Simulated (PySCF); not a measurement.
A structure optimised at PBE-D3(BJ)/def2-SVP, used in a PySCF frequency run:

```xyz
14

O      2.6062    -0.0840     0.5220
C      1.6541     0.0973    -0.5310
Si    -0.0357     0.5851     0.2057
C     -1.0761    -0.8816     0.8533
O     -1.8340    -0.8768    -0.3857
C     -1.5764     0.4421    -0.9287
H      2.7370     0.7869     0.9412
H      2.0012     0.8169    -1.3140
H      1.5462    -0.8819    -1.0441
H      0.1928     1.8049     1.0711
H     -0.5866    -1.8662     1.0126
H     -1.7215    -0.6665     1.7390
H     -2.4035     1.1594    -0.7049
H     -1.4539     0.3948    -2.0324
```

Question: Write its SMILES and formula.

Answer: OC[SiH]1COC1, C₃H₈O₂Si

Question: What are its rotational constants (standard atomic weights)?

Answer: 6.1738, 1.6838, 1.5584 GHz
